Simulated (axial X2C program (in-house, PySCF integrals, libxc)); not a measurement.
## Levels of CsBe by electron attachment to CsBe⁺ (EOM-EA-CCSD)

Calculated with an in-house all-electron X2C program for linear molecules (integrals from PySCF): two-component X2C with atomic mean-field Coulomb and Gaunt terms, Gaussian nuclei, basis Cs dyall-acv3z, Be dyall-acv3z with contracted cores.

R = 3.432 Å (0.920 times 3.730 Å, the PBE0 minimum at charge 0 for the lowest determinant).

Levels of CsBe obtained by attaching an electron to CsBe⁺:

```csv
Ω,binding energy (eV),above lowest (cm⁻¹),attached spinor,one-particle weight
1/2,3.660,0,"49% Cs sσ, 40% Be pσ",0.96
1/2,3.279,3075,"68% Be pπ, 17% Cs dπ, 14% Cs pπ",0.94
3/2,3.265,3187,"68% Be pπ, 18% Cs dπ, 13% Cs pπ",0.94
1/2,2.806,6891,"42% Be pσ, 26% Cs sσ, 15% Cs dσ",0.94
1/2,2.194,11825,"64% Cs pπ, 22% Cs dπ",0.99
3/2,2.164,12063,"70% Cs pπ, 23% Cs dπ, 6% Be pπ",0.99
1/2,2.125,12381,"56% Cs pσ, 30% Cs dσ",0.98
```

Question: What is the splitting of the first π pair in the table, and is it regular or inverted?

Answer: E(3/2) − E(1/2) = 3187 − 3075 = 112 cm⁻¹ at EOM-EA-CCSD: regular, Ω = 1/2 lower. Splittings at this level can be off by ten to twenty per cent.

This point took 11 s on 1 thread of Arm Neoverse V1, on a shared host.

Reference electrons by ω block (each with its −ω partner): 1/2: 19, 3/2: 8, 5/2: 2. 10 electrons of CsBe⁺ correlated (inner shells frozen), 92 natural virtual spinors (a truncated set); levels can be off by some tenths of an eV. Roots sought by Ω: (1/2: 5, 3/2: 4, 5/2: 2, 7/2: 1); the list ends where they run out and leaves out roots under 60 % one-particle weight. The solver can skip a root, and states that need a further excitation, which the method places far too high, are missing though they may lie low or lowest. T1 of the reference 0.007 (Lee–Taylor). The reference was not checked to be the lowest state of its species. Number of frozen shells: Cs 4 s, 3 p, 2 d; Be 1 s.
